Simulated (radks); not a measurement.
Valence configurations of the titanium ion Ti2+ (all share [Ar]). Calculated with a radial shooting solver on a logarithmic mesh with Libxc functionals: scalar-relativistic Kohn-Sham, BLYP, spin-unpolarised, spherical densities, point nucleus. Energies are relative to 3d2; eigenvalues in eV.

valence      E (eV)    e(3d)    e(4p)    e(4s)
3d2           0.000  -19.692        -        -
3d1.5 4s0.5   1.624  -22.088        -  -18.099
3d1.5 4p0.5   3.963  -22.608  -13.733        -
3d1 4s1       4.028  -24.726        -  -19.068
3d1 4p1       8.923  -25.745  -14.741        -
4s2          11.593        -        -  -21.037
3d0.5 4p1.5  15.004  -29.073  -15.723        -
4p2          22.306        -  -16.685        -

NIST lists [Ar] 3d2 as the ground configuration; this level of theory agrees among the configurations tried. The energies are those of spherical spin-averaged densities, not of single terms.
